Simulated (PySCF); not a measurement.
# Distorted geometries of [Eu(O2)2]−

[Eu(O2)2]− (singlet in the valence; each metal's 4f electrons, 6 of them, lie in its core potential, out of spins and levels). PySCF 2.14.0, RKS BP86, Eu lcecp-1-SVP with ECP52, O def2-SVP; non-relativistic Hamiltonian with scalar-relativistic core potentials where named; density fitting; no spin-orbit coupling. Relaxed geometry:

```xyz
5

Eu    0.0000    0.0000    0.0000
O     0.5377    0.5377    2.0447
O    -0.5377   -0.5377    2.0447
O     0.5377   -0.5377   -2.0447
O    -0.5377    0.5377   -2.0447
```

**Question.** Order these distorted geometries by energy above the relaxed one, lowest first.
A.
```xyz
5

Eu    0.0403    0.1456    0.1794
O     0.4393    0.6283    1.9712
O    -0.6924   -0.6660    2.2253
O     0.4717   -0.6363   -2.0572
O    -0.2589    0.5284   -2.3187
```
B.
```xyz
5

Eu   -0.0219    0.0122   -0.0061
O     0.5267    0.5524    2.0526
O    -0.4772   -0.5680    2.0261
O     0.5395   -0.5345   -2.0301
O    -0.5672    0.5379   -2.0424
```
C.
```xyz
5

Eu    0.0092    0.0389    0.0531
O     0.5259    0.5197    2.0214
O    -0.5454   -0.5743    2.0272
O     0.5752   -0.5333   -2.0078
O    -0.5650    0.5490   -2.0940
```

**Answer.** B (0.01 eV), C (0.14 eV), A (1.78 eV).

**Question.** Which forces (eV/Å) act in the one that lies 0.14 eV up?

**Answer.** 
```
Eu  -0.50 -0.07 -2.78
O    0.23  0.16  1.27
O    0.06  0.02  0.39
O   -0.58  0.58  0.25
O    0.78 -0.70  0.88
```
Forces carry noise of the integration grid, about 0.01 to 0.03 eV/Å.

An lcecp potential fixes the number of 4f electrons, so in runs with it no electron can move into or out of that shell.
